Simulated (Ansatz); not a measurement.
Reaction (atomization): `[F][Ge]([F])[F]`• → 3 F• + Ge•

Computed with Ansatz on PBE0-D4/def2-TZVP structures; ΔE is electronic, products minus reactants. CBS: MP2 limit from def2 TZ/QZ plus the TZ coupled-cluster correction, frozen cores. This one scheme is used for every species, atoms too. Functionals use def2-TZVPP. B3LYP here is the variant with VWN-RPA as its local correlation; programs differ in this. Open shells (•) are unrestricted, without spin–orbit coupling. Spin–orbit coupling would lower the free atoms: a little for F; clearly for Ge. Bonds to Ge are less sure, by a few kJ/mol each and by 10 to 20 or more in all where they break to atoms, as the def2 sets lack core-valence functions. Scalar relativity is left out up to krypton.

```csv
level,ΔE (kJ/mol)
B3LYP-D4,1359.4
CAM-B3LYP-D4,1385.8
B3LYP,1349.7
MP2/def2-TZVPP,1444.2
```

Task: What does CCSD(T)/CBS give? (Estimate.)

Result: Computed: +1380.4 kJ/mol. The listed levels differ from it by -21.0, 5.4, -30.7, 63.8 kJ/mol.

Largest T1 diagnostic among the species: 0.015.

In def2-TZVPP, CCSD(T) changes the Hartree–Fock value by +421.7 kJ/mol (the triples alone add +35.7 kJ/mol) and MP2 by +518.5 kJ/mol; breaking electron pairs costs correlation energy, which Hartree–Fock lacks. From BLYP to BHLYP (50 % exact exchange), in def2-TZVPP and without D4, ΔE moves by −127.6 kJ/mol: exact exchange takes away binding that semilocal exchange gives to molecules. The D4 term adds +9.8 kJ/mol with B3LYP and +4.9 kJ/mol with PBE0; it sums over pairs of atoms, weighted by their polarisabilities, and B3LYP, whose exchange is more repulsive, gets the larger term.

For atomizations the MP2-based limit and the directly extrapolated one differ by several kJ/mol either way, and by 10 to 25 for some Ge, Se and Sn compounds, so smaller differences from it don't rank the levels.
